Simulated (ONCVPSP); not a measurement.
## Which change was made? (S, ONCV)

| Property | Result |
| --- | --- |
| Element | S (Z = 16) |
| Generator | ONCVPSP 4.0.1 |
| Type | optimised norm-conserving Vanderbilt (ONCV) |
| Functional | PBE |
| Relativity | scalar-relativistic |
| Frozen core | [Ne] |
| Valence charge | 6 |
| Reference configuration | 3s1.5 3p4.5 |
| Partial waves | 3s: rc 1.15 bohr, ncon 5, nbas 8, qcut 4.7 1/bohr, local; 3p: rc 1.55 bohr, ncon 4, nbas 8, qcut 4.5 1/bohr, 2 projectors, debl 1.1 Ha |
| Local potential | the s channel |
| Core correction | none |

Cutoffs, loose and tight: the cutoffs (Ha) at which the residual kinetic energy of the hardest occupied pseudo-wave falls to 1 and 0.1 mHa per electron. They do not see the model core or the augmentation charge, which bear on the density cutoff. Test errors are all-electron minus pseudo excitation energies from the reference, over the configurations 3s2 3p4; 3s2 3p3; 3s2 3p2; 3s2 3p0; variants that change the core or the reference have their own tests.

The base gives: outcome: generated; cutoff, loose: 113 Ha; cutoff, tight: 131 Ha; bound ghosts: none; GHOST(+) flags above zero: none; largest test error (meV): +213.

(1) After one change the result is: outcome: generated; cutoff, loose: 18 Ha; cutoff, tight: 52 Ha; bound ghosts: none; GHOST(+) flags above zero: none; largest test error (meV): +51. Which change was it?
A. all radii scaled by about 1.10 (s 1.26, p 1.70 bohr)
B. all radii scaled by about 1.30 (s 1.50, p 2.02 bohr)
C. all radii scaled by about 0.80 (s 0.92, p 1.24 bohr)

Results:

(1) B. The others give: all radii scaled by about 1.10 (s 1.26, p 1.70 bohr) → outcome: generated; cutoff, loose: 75 Ha; cutoff, tight: 101 Ha; bound ghosts: none; GHOST(+) flags above zero: none; largest test error (meV): +135 | all radii scaled by about 0.80 (s 0.92, p 1.24 bohr) → outcome: failed: optimize: ERROR ps0norm > uunorm, code will stop.
